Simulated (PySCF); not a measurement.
Ground-state electric properties of a mixed set of molecules.

All values: B3LYP/def2-SVPD (PySCF) at GFN2-xTB geometries, gas phase, one conformer each. Core orbitals are frozen in the response; Δα² is half the sum of the squared differences of the principal polarisabilities.

Question: Rank by polarisability anisotropy Δα, lowest first.
A. `P` (PH3)
B. `[O:1]=[PH:2]1[CH2:3][CH2:4][CH2:5][CH2:6][CH2:7]1` with O1–P2–C3–C4 175°, P2–C3–C4–C5 -58°, C3–C4–C5–C6 66°, C4–C5–C6–C7 -66°
C. `[CH3:1][NH:2][c:3]1[cH:4][cH:5][cH:6][cH:7][c:8]1[F:9]` with C1–N2–C3–C4 15°
D. `[O:1]=[CH:2][C@:3]12[CH2:4][C@:5]([Cl:6])([CH2:7]1)[CH2:8]2` with O1–C2–C3–C4 124°
E. `[CH3:1][C:2](=[O:3])[NH:4][SiH2:5][SiH2:6][NH2:7]` with C1–C2–N4–Si5 180°, C2–N4–Si5–Si6 63°, N4–Si5–Si6–N7 -24°, Si5–Si6–N7–H -38° and -176°
F. `[CH3:1]/[CH:2]=[P:3]\[CH2:4][CH2:5][CH2:6][OH:7]` with C2–P3–C4–C5 77°, P3–C4–C5–C6 62°, C4–C5–C6–O7 -179°, C5–C6–O7–H -60°

Answer: A (0.15 Å³), B (2.36 Å³), E (3.77 Å³), F (4.35 Å³), D (4.87 Å³), C (8.67 Å³).

Question: Rank by HOMO energy, lowest first.
A. `[SiH2](N)[SiH2]NC(=O)C` (C2H10N2OSi2)
B. `C=C[P@H](=O)C(C)C` (C5H11OP)
C. `CNC1=CC=CC=C1F` (C7H8FN)
D. `P` (PH3)
E. `C(C/P=C\C)CO` (C5H11OP)
F. `C1[PH](CCCC1)=O` (C5H11OP)

Answer: D (-7.64 eV), B (-7.46 eV), F (-7.23 eV), A (-6.90 eV), E (-6.77 eV), C (-5.68 eV).

Question: Rank by mean static polarisability, lowest first.
A. `c1(c(F)cccc1)NC` (C7H8FN)
B. `C=C(C#N)/C(F)=C/CC` (C7H8FN)
C. `C/C=P\CCCO` (C5H11OP)
D. `C=C[P@H](=O)C(C)C` (C5H11OP)
E. `O=C[C@]12C[C@](Cl)(C1)C2` (C6H7ClO)
F. `P` (PH3)

Answer: F (4.26 Å³), E (12.53 Å³), D (12.96 Å³), A (13.70 Å³), C (13.93 Å³), B (14.18 Å³).

All values together:

```tsv
SMILES	formula	μ (D)	HOMO (eV)	LUMO (eV)	α (Å³)	Δα (Å³)	electrons	α per electron (Å³)
N#CC(F)(F)[C@@H]1CC=CO1	C6H5F2NO	3.34	-6.77	-0.90	10.85	1.13	74	0.147
CNc1ccccc1F	C7H8FN	1.81	-5.68	-0.30	13.70	8.67	66	0.208
O=[PH]1CCCCC1	C5H11OP	4.84	-7.23	0.13	12.13	2.36	64	0.190
C=C[P@@H](=O)CCC	C5H11OP	3.73	-7.53	-0.88	13.00	5.27	64	0.203
CC(=O)N[SiH2][SiH2]N	C2H10N2OSi2	2.68	-6.90	-0.59	14.61	3.77	72	0.203
C=C[P@H](=O)C(C)C	C5H11OP	3.83	-7.46	-0.98	12.96	4.29	64	0.203
C=C(C#N)/C(F)=C/CC	C7H8FN	2.62	-7.14	-2.19	14.18	9.05	66	0.215
P	PH3	0.62	-7.64	0.60	4.26	0.15	18	0.237
C/C=P\CCCO	C5H11OP	2.59	-6.77	-1.50	13.93	4.35	64	0.218
O=C[C@]12C[C@](Cl)(C1)C2	C6H7ClO	1.84	-7.55	-1.56	12.53	4.87	68	0.184
```

Conformers: `[N:1]#[C:2][C:3]([F:4])([F:5])[C@@H:6]1[CH2:7][CH:8]=[CH:9][O:10]1` with C2–C3–C6–C7 61°; `[CH3:1][NH:2][c:3]1[cH:4][cH:5][cH:6][cH:7][c:8]1[F:9]` with C1–N2–C3–C4 15°; `[O:1]=[PH:2]1[CH2:3][CH2:4][CH2:5][CH2:6][CH2:7]1` with O1–P2–C3–C4 175°, P2–C3–C4–C5 -58°, C3–C4–C5–C6 66°, C4–C5–C6–C7 -66°; `[CH2:1]=[CH:2][P@@H:3](=[O:4])[CH2:5][CH2:6][CH3:7]` with C1–C2–P3–O4 -3°, C2–P3–C5–C6 -171°, P3–C5–C6–C7 -64°; `[CH3:1][C:2](=[O:3])[NH:4][SiH2:5][SiH2:6][NH2:7]` with C1–C2–N4–Si5 180°, C2–N4–Si5–Si6 63°, N4–Si5–Si6–N7 -24°, Si5–Si6–N7–H -38° and -176°; `[CH2:1]=[CH:2][P@H:3](=[O:4])[CH:5]([CH3:6])[CH3:7]` with C1–C2–P3–O4 3°, C2–P3–C5–C6 -169°; `[CH2:1]=[C:2]([C:3]#[N:4])/[C:5]([F:6])=[CH:7]/[CH2:8][CH3:9]` with C1–C2–C5–F6 0°, C5–C7–C8–C9 -122°; `[CH3:1]/[CH:2]=[P:3]\[CH2:4][CH2:5][CH2:6][OH:7]` with C2–P3–C4–C5 77°, P3–C4–C5–C6 62°, C4–C5–C6–O7 -179°, C5–C6–O7–H -60°; `[O:1]=[CH:2][C@:3]12[CH2:4][C@:5]([Cl:6])([CH2:7]1)[CH2:8]2` with O1–C2–C3–C4 124°.

Q: How closely does the mean polarisability follow the number of electrons in this set?

A: The correlation coefficient is 0.89; α per electron runs from 0.147 to 0.237 Å³.
